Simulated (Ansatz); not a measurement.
Si₄N₄O₂, relaxed as a singlet with RKS PBE0-D4/def2-SVP in Ansatz, starting from the GFN2-xTB geometry. Force threshold 0.02 eV/Å.

The structure comes from a short search, and lower isomers may exist.

Start:

```csv
atom,x (Å),y (Å),z (Å)
Si1,1.249,-0.460,-0.808
Si2,-1.386,-1.962,-1.029
Si3,1.387,1.962,1.030
Si4,-1.250,0.462,0.806
N5,-0.288,1.629,1.373
N6,0.285,-1.624,-1.381
N7,1.997,0.783,-0.098
N8,-1.996,-0.786,0.101
O9,-2.183,-3.097,-1.613
O10,2.185,3.093,1.620
```

| step | energy (eV) | largest force component (eV/Å) | SCF passes |
| --- | --- | --- | --- |
| 1 | -41521.8485 | 2.001 | 20 |
| 2 | -41522.0257 | 0.952 | 22 |
| 3 | -41522.0638 | 0.276 | 22 |
| 4 | -41522.0706 | 0.052 | 23 |
| 5 | -41522.0718 | 0.043 | 23 |
| 6 | -41522.0794 | 0.086 | 22 |
| 7 | -41522.1083 | 0.140 | 21 |
| 8 | -41522.2023 | 0.359 | 20 |
| 9 | -41522.3125 | 0.225 | 20 |
| 10 | -41522.4301 | 0.436 | 27 |
| 11 | -41522.5551 | 1.001 | 21 |
| 12 | -41522.8249 | 1.378 | 20 |
| 13 | -41523.0586 | 2.665 | 26 |
| 14 | -41523.2741 | 0.242 | 22 |
| 15 | -41523.2769 | 0.137 | 22 |
| 16 | -41523.2805 | 0.033 | 22 |
| 17 (rejected) | -41523.2803 | 0.064 | 17 |
| 18 | -41523.2806 | 0.009 | 15 |

Force components are those of the run's own axes.

End:

```xyz
10

Si    0.645   -0.662   -0.746
Si   -1.165   -2.106   -1.219
Si    1.165    2.105    1.219
Si   -0.645    0.662    0.746
N    -0.493    1.973    1.711
N     0.493   -1.973   -1.711
N     1.094    0.669    0.128
N    -1.094   -0.669   -0.128
O    -2.356   -3.009   -1.494
O     2.356    3.009    1.495
```

Bonds formed: Si1–Si2, Si1–Si4, Si1–N8, Si3–Si4, Si4–N7 (atoms count from 1).

No frequencies were taken in this run, so the end may be a saddle point.

Run time 57 s (4 threads of Arm Neoverse V1 on a shared host).
